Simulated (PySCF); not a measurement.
S+ (sulfur, charge +1) across methods

[Ne] 3s2 3p2 4s1, high-spin 4P determinant (an excited configuration). All numbers are calculated (PySCF 2.14, scalar relativity by spin-free X2C-1e, in aug-cc-pVQZ-DK).

```json
{"method": "UHF", "E (hartree)": "-397.76410", "mean ε 3s β (eV)": "-35.279", "mean ε 3p α (eV)": "-28.159", "mean ε 4s α (eV)": "-9.371", "Σ⟨r²⟩ (bohr²)": "37.55", "⟨S²⟩": "3.761"}
{"method": "PBE0", "E (hartree)": "-398.1967", "mean ε 3s β (eV)": "-31.737", "mean ε 3p α (eV)": "-23.455", "mean ε 4s α (eV)": "-8.140", "Σ⟨r²⟩ (bohr²)": "34.05", "⟨S²⟩": "3.753"}
{"method": "BHandHLYP", "E (hartree)": "-398.3447", "mean ε 3s β (eV)": "-33.723", "mean ε 3p α (eV)": "-25.176", "mean ε 4s α (eV)": "-8.534", "Σ⟨r²⟩ (bohr²)": "36.11", "⟨S²⟩": "3.755"}
```

Estimate the same row for B97-3.

E (hartree) = -398.2808; mean ε 3s β (eV) = -32.214; mean ε 3p α (eV) = -23.595; mean ε 4s α (eV) = -8.125; Σ⟨r²⟩ (bohr²) = 35.25; ⟨S²⟩ = 3.753.

The outer electron is Rydberg-like, and this basis confines it to a smaller radius and binds it less than a complete one would.
